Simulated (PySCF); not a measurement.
How methods differ on the ionisation energy of F²⁺

F²⁺ [He] 2s2 2p3 (4S) → F³⁺ [He] 2s2 2p2 (3P), as a difference of total energies. All numbers are calculated (PySCF 2.14, scalar relativity by spin-free X2C-1e, in aug-cc-pVDZ-DK). Correlated levels: valence: 1s2 frozen. The calculations carry no spin-orbit coupling.

Question: Order these methods by the ionisation energy they give, lowest first.
A. UHF
B. LDA
C. CCSD(T) (valence)
D. MP2 (valence)

Answer: A (62.220 eV), C (62.307 eV), D (62.544 eV), B (63.194 eV).

Errors of the correlated levels include the incompleteness of this basis and the frozen core.

For comparison: 62.708 eV (semi-empirical (NIST evaluation); NIST Atomic Spectra Database, ionization energies).
